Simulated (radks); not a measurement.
Lu XLI, 31 electrons, occupied as [Ar] 3d10 4s2 4p1.

All-electron calculation, scalar-relativistic Kohn-Sham, BLYP, spin-polarised, spherical densities, finite nucleus; open shells are filled with parallel spins first (spin-orbit coupling, left out, can overturn this in heavy ions); Fermi nuclear charge, rms radius 5.37 fm. Program: a radial shooting solver on a logarithmic mesh with Libxc functionals.

Energy parts (eV):
total: -368719.54
kinetic: 405163.34
electron-nucleus: -844532.98
Hartree: 76949.90
exchange-correlation: -6299.80

Orbitals (lengths in bohr, moments of r in powers of bohr; <r^-3> diverges for s and p1/2; r(90%) holds 90 % of the orbital's charge):
\begin{tabular}{lrrrrr}
orbital & occ. & eigenvalue (eV) & r(90%) & <r^-3> & <r^2> \\ \hline
1s up & 1 & -65090.23 & 0.0351 & - & 0.0005121 \\
1s down & 1 & -65089.27 & 0.0351 & - & 0.0005121 \\
2s up & 1 & -12594.61 & 0.127 & - & 0.007893 \\
2s down & 1 & -12594.09 & 0.127 & - & 0.007893 \\
2p up & 3 & -11307.07 & 0.118 & 16920 & 0.006465 \\
2p down & 3 & -11306.26 & 0.118 & 16920 & 0.006465 \\
3s up & 1 & -4185.392 & 0.306 & - & 0.05000 \\
3s down & 1 & -4184.407 & 0.306 & - & 0.04997 \\
3p up & 3 & -3797.425 & 0.310 & 3860 & 0.05006 \\
3p down & 3 & -3796.314 & 0.310 & 3861 & 0.05003 \\
3d up & 5 & -3345.415 & 0.289 & 508.3 & 0.04096 \\
3d down & 5 & -3344.400 & 0.289 & 508.5 & 0.04092 \\
4s up & 1 & -2003.735 & 0.592 & - & 0.1974 \\
4s down & 1 & -1997.632 & 0.592 & - & 0.1972 \\
4p up & 1 & -1856.769 & 0.611 & 1276 & 0.2080 \\
4p down & 0 & -1850.626 & 0.611 & 1278 & 0.2079 \\
4d up & 0 & -1680.722 & 0.616 & 164.6 & 0.2062 \\
4d down & 0 & -1674.899 & 0.616 & 165.2 & 0.2060 \\
5s up & 0 & -1179.121 & 0.983 & - & 0.5621 \\
5s down & 0 & -1176.640 & 0.985 & - & 0.5655 \\
\end{tabular}

The highest occupied level is 4p up at -1856.8 eV. For comparison, the ionisation energy in NIST's Atomic Spectra Database is 1933 eV (theoretical). In exact Kohn-Sham theory the highest level is minus the ionisation energy, but local and semilocal functionals leave it too shallow, through self-interaction and a potential that decays too fast; potentials with the right tail come closer. The density falls to 0.001 e/bohr^3 at r = 1.01 bohr. The spin density at the nucleus is -20.57 e/bohr^3 (1s -9.87, 2s 2.25, 3s -0.98, 4s -11.98). Spin moment in Bohr magnetons: 1. The electron density at the nucleus is 1.18e+06 e/bohr^3 (large components only). Summed over all electrons, <r^2> = 1.468 bohr^2, which gives a Langevin (diamagnetic) susceptibility term of -1.16 x 10^-6 cm^3/mol.
